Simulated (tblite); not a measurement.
Species: C₆H₁₃Cl.
Numbering: `[CH3:1][CH2:2][C@@H:3]([CH3:4])[C@H:5]([CH3:6])[Cl:7]` (hydrogens: H8, H9, H10 on C1; H11, H12 on C2; H13 on C3; H14, H15, H16 on C4; H17 on C5; H18, H19, H20 on C6)

Computed with GFN2-xTB (tblite), gas phase: nudged elastic band of 9 images (0 to 8), spring 0.2 eV/Å², climbing image at the end, force threshold 0.05 eV/Å. No saddle search or frequency run followed, so the top image need not be a first-order saddle, and its height can exceed the method's true barrier by a kcal/mol or more.

The band describes a rotation about C3–C5 (sp3 CH carbon, sp3 C–Cl carbon), followed by the dihedral C2–C3–C5–C6, from the optimised start (-179°) to a second optimised geometry at -69°.

**Question.** Give the energy profile along the converged band.

**Answer.** 
| image | dihedral (°) | E (eV) | C3–C5 (Å) | C2···C6 (Å) | largest true force (eV/Å) |
| --- | --- | --- | --- | --- | --- |
| 0 | -179 | 0.000 | 1.534 | 3.90 | 0.01 |
| 1 | -166 | 0.017 | 1.536 | 3.88 | 0.03 |
| 2 | -152 | 0.073 | 1.541 | 3.85 | 0.05 |
| 3 | -138 | 0.135 | 1.547 | 3.79 | 0.03 |
| 4 | -124 | 0.161 | 1.549 | 3.71 | 0.03 |
| 5 | -110 | 0.137 | 1.547 | 3.60 | 0.04 |
| 6 | -96 | 0.077 | 1.541 | 3.46 | 0.05 |
| 7 | -81 | 0.020 | 1.537 | 3.30 | 0.04 |
| 8 | -69 | -0.002 | 1.534 | 3.15 | 0.01 |

Barriers of this band. The top is image 4 at -124°: 0.161 eV forward and 0.163 eV back; the end lies 0.002 eV below the start. The central bond is 0.015 Å longer at the top than at the start.

**Question.** What rate follows at 350 K for crossing this barrier forward?

**Answer.** Taking the electronic barrier for the free energy of activation (no zero-point or entropy terms, transmission 1), rate = (kT/h)·exp(−ΔE/kT) ≈ 3 × 10^10 s⁻¹, whose inverse is 3 × 10^-11 s. An error of 1 kcal/mol in the barrier changes this by a factor of 4, and the method and the loose band can each miss by that much or more.

**Question.** How long is the path, and how are the images spaced?

**Answer.** Cartesian distances between aligned neighbours (all atoms, Å): 0.77, 0.75, 0.75, 0.75, 0.74, 0.75, 0.80, 0.77; the sum is 6.07 Å, and the top lies 50 % of the way along.

What follows is the cost of the whole band run. The run took 3.6 s on Intel Xeon Platinum 8488C, one thread, shared host with 192 logical CPUs at a one-minute load of 40, and the process peaked at 0.19 GiB of memory.
